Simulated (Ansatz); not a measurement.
Ideal-gas functions of `[CH3][GeH][OH]` radical at 600 K and 1 bar, from an Ansatz frequency run at PBE0-D4/def2-TZVP.

Molar mass 105.66 g/mol, point group C1 (symmetry number 1), electronic degeneracy 2, moments of inertia 36.17, 79.159, 108.875 u Å². Harmonic wavenumbers (cm⁻¹, unscaled): 98, 194, 269, 532, 593, 654, 692, 778, 842, 908, 1241, 1441, 1449, 2000, 3060, 3153, 3169, 3896.

Use S(trans) = R[1.5 ln M + 2.5 ln T − 1.1517]; rotational temperatures θ = 24.2544 K / I; S(rot) = R[ln(√π/σ · √(T³/θAθBθC)) + 1.5]; for each mode x = 1.438777 ν̃/T, S = R[x/(eˣ − 1) − ln(1 − e⁻ˣ)] and H = RT x/(eˣ − 1); 1 cm⁻¹ = 0.0119627 kJ/mol; R = 8.31446 J/(mol·K).

Q: By hand: the entropy, in J/(mol·K).

A: Translation 181.5. Rotation: θ = 0.6706, 0.3064, 0.2228 K, giving 109.8. Vibration, mode by mode: 20.37, 14.75, 12.10, 6.83, 6.05, 5.38, 5.00, 4.24, 3.75, 3.31, 1.77, 1.20, 1.18, 0.40, 0.05, 0.04, 0.04, 0.01, in all 86.5. Electronic 5.8. Sum 383.6 J/(mol·K).

Q: By hand: H − E and G − E in kJ/mol, counted from the electronic energy.

A: Zero-point energy ½ × 24969 × 0.0119627 = 149.3; thermal vibration 27.4; translation, rotation and pV give 4 RT = 20.0. H − E = 196.7 kJ/mol, and G − E = 196.7 − 600 × 383.6/1000 = -33.5 kJ/mol.

Vibration gives 23 % of the entropy, 20.4 J/(mol·K) of it from the mode under 150 cm⁻¹: soft modes count most, and the harmonic formula is weakest for them. The sum counts one conformer and one mirror image; others add a mixing term.
